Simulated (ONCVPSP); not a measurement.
Se (Z = 34): one change to an ONCV potential, before and after

- Element: selenium
- Generator: ONCVPSP 4.0.1
- Type: optimised norm-conserving Vanderbilt (ONCV)
- Functional: PBE
- Relativity: scalar-relativistic
- Frozen core: [Ar] 3d10
- Valence charge: 6
- Reference configuration: 4s2 4p4
- Partial waves: 4s: rc 1.20 bohr, ncon 3, nbas 7, qcut 6.3 1/bohr, 3 projectors, debl 2.5 Ha; 4p: rc 2.05 bohr, ncon 5, nbas 10, qcut 3.8 1/bohr, 2 projectors, debl 2.5 Ha
- Local potential: polynomial inside 0.75 bohr (lpopt 4, dvloc0 0 Ha)
- Core correction: Teter function, fcfact 1.75, rcfact 1.75

All-electron outer shells of the reference configuration (PBE, scalar-relativistic, ld1.x):

```tsv
shell	level (eV)	outermost node (bohr)	outermost maximum (bohr)
3p	-152.98	0.21	0.50
3d	-53.12	–	0.45
4s	-17.29	0.70	1.51
4p	-6.51	0.74	1.82
```

Change: p: qcut 5.6.

Cutoffs: the cutoffs (Ha) at which the residual kinetic energy of the hardest occupied pseudo-wave falls to 1 and 0.1 mHa per electron; they do not see the model core or the augmentation charge, which bear on the density cutoff. Errors are all-electron minus pseudo energies relative to the spin-unpolarised reference configuration.

What does the change do?

The potential gets neither clearly harder nor softer (20 Ha and 96 Ha → 20 Ha and 96 Ha); both files keep a bound ghost (s); the errors of the 4 common tests hardly move; the range in which the p phases agree widens (upper end 3.2 → 4.7).

```csv
quantity,base,changed
"cutoff, loose",20 Ha,20 Ha
"cutoff, tight",96 Ha,96 Ha
loose cutoff by channel,"s 20 Ha, p 6.4 Ha","s 20 Ha, p 10.0 Ha"
bound ghosts,s,s
GHOST(+) flags under 300 eV,p at 127.9 eV,p at 135.6 eV
"error for 4s2 4p3, meV [ΔE 10.85 eV]",-16,-15
"error for 4s2 4p2, meV [ΔE 31.19 eV]",-98,-92
"error for 4s2 4p1, meV [ΔE 62.06 eV]",-321,-297
"error for 4s2 4p3.5, meV [ΔE 4.31 eV]",-3.3,-3.2
s: phases at 1.22 bohr within 0.05 rad from the reference energy up to (Ha; the scan ends near 5),to the end of the scan,to the end of the scan
p: phases at 2.09 bohr within 0.05 rad from the reference energy up to (Ha; the scan ends near 5),3.2,4.7
"rms error of d²Exc/dni dnj with the model core, mHa",1.73,1.76
```

 A true bound ghost makes a file unfit for plane-wave use even where its test errors are small: the radial tests pick states by their node count and pass the ghost by.
